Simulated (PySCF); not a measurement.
C$_{6}$H$_{12}$O$_{2}$, charge -1, doublet, geometry from GFN2-xTB (a state made from the parent by changing its charge; the spin is typed, not shown lowest) (in this run its highest filled SCF level lies above zero, so its values depend strongly on the basis, on diffuse functions most of all). Base run: MP2/STO-3G in PySCF.

Here is a job for PySCF.
```python
from pyscf import gto, scf, mp

mol = gto.M(
    atom='''
C    -3.50963689    0.91677573    0.05501106
C    -2.49487882   -0.20562422   -0.14013863
C    -1.09583090    0.32582862   -0.43189966
C    -0.06945154   -0.80683821   -0.61399842
O     1.20215660   -0.33451865   -0.89358246
C     2.14255563   -0.34626441    0.28036348
C     2.73275198    1.05554187    0.39860967
O     1.78949887   -1.01872684    1.31716938
H    -3.57361261    1.53237041   -0.84101340
H    -4.50083218    0.51639959    0.26870547
H    -3.21054204    1.55474443    0.88428704
H    -2.45809723   -0.82324655    0.76027832
H    -2.81742639   -0.84642638   -0.96654299
H    -0.75675479    0.95400089    0.39387310
H    -1.10992386    0.94046251   -1.33738308
H    -0.01508485   -1.39994624    0.31601518
H    -0.39695434   -1.46497224   -1.43892527
H     2.01658639    1.80702187    0.77903974
H     3.07699921    1.39196744   -0.58078777
H     3.57934197    1.02707201    1.08607352
''',
    basis='sto-3g',
    charge=-1,
    spin=1,
    verbose=4,
)

mf = scf.UHF(mol)
mf.kernel()

pt = mp.MP2(mf, frozen=8)
pt.kernel()
print('E(MP2) = %.10f' % pt.e_tot)
mf.analyze()
```

Variants of this job, named by their change:

```
change              basis functions      E (Eh)  MP2 correlation (Eh)  SCF-reference HOMO (eV)  core-seconds (rough)
------------------  ---------------  ----------  --------------------  -----------------------  --------------------
base                             52  -379.27446              -0.36696                     3.47                     2
basis = pcseg-0                  96           ?                     ?                        ?                     6
basis = 6-31G                    96  -384.46876              -0.78270                    -1.19                     8
basis = 3-21G                    96  -382.48298              -0.77236                    -0.61                     6
basis = 6-31G*                  136  -384.96531              -1.12437                    -1.03                    20
basis = def2-SV(P)              136  -384.65217              -1.12303                    -1.19                    20
```

Q: Some entries are withheld; supply them.

A: 
- basis = pcseg-0, E (Eh): -383.51627
- basis = pcseg-0, MP2 correlation (Eh): -0.79137
- basis = pcseg-0, SCF-reference HOMO (eV): -1.05

Totals compare only among sets that treat the same electrons; sets with core potentials leave the core out.

Open shells are given as the SCF converged; they aren't shown to be the lowest states, and a large step between rows can be another state.
